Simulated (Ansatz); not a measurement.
```yaml
crystal:
  periodic: [false, false, false]
  atoms:
    - {symbol: F, position_ang: [1.701739, -2.281353, 3.071762]}
    - {symbol: C, position_ang: [0.658598, -1.392902, 0.356783]}
    - {symbol: F, position_ang: [1.121823, -3.728263, -1.535337]}
    - {symbol: Si, position_ang: [-3.510062, -0.767140, 0.684882]}
    - {symbol: Si, position_ang: [3.014337, 1.861194, -0.961662]}
    - {symbol: H, position_ang: [-4.009041, 1.664954, 2.804414]}
    - {symbol: H, position_ang: [-4.646539, 0.071878, -2.258052]}
    - {symbol: H, position_ang: [-4.892521, -3.530404, 1.728566]}
    - {symbol: H, position_ang: [2.606394, 4.327585, 1.137598]}
    - {symbol: H, position_ang: [6.132385, 0.910030, -1.057356]}
    - {symbol: H, position_ang: [1.966542, 2.739239, -3.926057]}
basis:
  gaussian: {orbitals: cc-pVTZ-DK}
hamiltonian: {xc: {name: r2SCANh}}
scf: {lower_state_search: light}
output: {forces: true}
```

```sh
$ ansatz run in.yaml --threads 4 --pin off --events-out ev --progress --plain --max-ram 10444MiB
```

Shortened log:

```
Functional definition: r2SCANh
1355 factors; their error is unknown
mean field evaluation 1: about -22279.3520 eV, gradient 8.6e1 eV
mean field evaluation 2: about -21386.6341 eV, gradient 3.3e2 eV
mean field evaluation 4: about -21583.5432 eV, gradient 2.5e2 eV
mean field evaluation 8: about -22317.2532 eV, gradient 5.0e0 eV
mean field evaluation 16: about -22317.5372 eV, gradient 1.7e-4 eV
mean field -22317.53721748 eV, -820.1543653725 hartree, gradient 1.0e-5 eV, S^2 0.000000; 8 other end points of the search recorded, 0 dependent functions left out
reference -22317.53724166 eV, -820.1543662608 hartree; 29, 29 occupied and 213, 213 virtual orbitals, 1355 factors
Total energy: -22317.53724166 eV, -820.1543662608 hartree
Relativity: scalar
Atom 0 at     1.701739    -2.281353     3.071762 Å, force    -0.536528     0.500567    -1.326833 eV/Å
Atom 1 at     0.658598    -1.392902     0.356783 Å, force     0.624643    -1.336812     0.341214 eV/Å
Atom 2 at     1.121823    -3.728263    -1.535337 Å, force    -0.257069     1.197830     0.893324 eV/Å
Atom 3 at    -3.510062    -0.767140     0.684882 Å, force    -0.878949     0.056286     0.092914 eV/Å
Atom 4 at     3.014337     1.861194    -0.961662 Å, force     0.556192     0.634436    -0.269237 eV/Å
Atom 5 at    -4.009041     1.664954     2.804414 Å, force     0.202052    -0.867895    -0.763100 eV/Å
Atom 6 at    -4.646539     0.071878    -2.258052 Å, force     0.430373    -0.297307     1.050147 eV/Å
Atom 7 at    -4.892521    -3.530404     1.728566 Å, force     0.504115     0.997862    -0.377507 eV/Å
Atom 8 at     2.606394     4.327585     1.137598 Å, force     0.127665    -0.897018    -0.745306 eV/Å
Atom 9 at     6.132385     0.910030    -1.057356 Å, force    -1.129318     0.340170     0.036017 eV/Å
Atom 10 at     1.966542     2.739239    -3.926057 Å, force     0.356825    -0.328117     1.068366 eV/Å
Dipole moment:    -0.922044     1.973288    -0.503676 e Å
```

Problem. What is wrong with this run?

Solution. The geometry is stretched to more than twice its size. The calculation finished and met its thresholds. The result belongs to that input, not to the molecule as meant.
